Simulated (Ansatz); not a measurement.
Al₈Sb₇I₃, relaxed as a singlet with RKS PBE-D4/def2-SVP in Ansatz, starting from a model built from a lattice or polyhedron. Force threshold 0.03 eV/Å.

In the def2 sets I, Sb take a core potential; there is no spin–orbit coupling. Single mean-field runs in def2-SVP are fitted with def2-universal-jkfit.

Start:

Cartesian coordinates in Å:
```
Sb -1.087 -0.892 0.707
Sb 0.259 2.368 3.207
Sb -3.429 -1.381 -4.948
Sb -2.090 1.917 -2.450
Sb 2.905 -0.957 2.409
Sb 1.917 1.871 -0.756
Sb 0.563 -1.434 -3.255
Al 0.827 -2.452 1.703
Al -1.550 -2.958 -3.917
Al 2.163 0.834 4.219
Al -1.852 0.925 2.548
Al -0.169 0.393 -1.451
Al 1.147 3.644 1.071
Al -4.191 0.420 -3.102
Al 3.814 0.313 0.254
I 1.271 -0.380 6.318
I -5.060 -0.800 -1.040
I 4.560 -1.434 -1.517
```

(1) Estimate the energy that the relaxation releases and the steps that it takes.

(2) Does the start keep its bonding?

(3) Predict the relaxed structure.

Answers

(1) 1125.8 kJ/mol, in 37 steps; 3.1 min on 2 threads of AMD EPYC 7R13 on a shared host and a share (18 GiB) of an NVIDIA H100 80GB HBM3. No frequencies were taken in this run, so the end may be a saddle point.

(2) Bonds lost: Sb1–Al12 (atoms count from 1). Bonds formed: Sb1–Al9, Sb1–Al10, Sb1–Al14, Sb3–Sb7, Sb4–Al11, Sb5–Al13, Sb7–Al8 (atoms count from 1). Metal–metal contacts that move far: Al8–Al9 6.12 to 2.76 Å, Al8–Al12 4.36 to 2.76 Å.

(3) 
Cartesian coordinates in Å:
```
Sb -1.9158 -1.2858 1.4200
Sb -0.3438 2.4353 2.8274
Sb -2.1535 -1.7783 -3.0609
Sb -2.0215 2.2784 -1.7887
Sb 2.7395 -0.7675 1.6812
Sb 2.5558 2.7784 -1.2228
Sb 0.7194 -1.4730 -2.5217
Al 0.5475 -0.8046 0.1497
Al -1.2507 -2.6616 -0.8075
Al 0.2722 -0.1534 2.9313
Al -1.1934 1.3760 0.5418
Al 0.4230 1.2055 -1.7352
Al 1.5598 1.7582 1.0571
Al -2.9779 -0.1368 -1.0605
Al 3.2963 0.3215 -0.7375
I 0.3891 -1.5300 5.0370
I -5.4500 -0.4084 -0.6090
I 4.8039 -1.1540 -2.1017
```
Bond lengths (bridged metal pairs left out): 23 × Al–Sb 2.58 to 2.93 Å; 3 × Al–I 2.51 to 2.53 Å; 1 × Sb–Sb 2.94 Å.
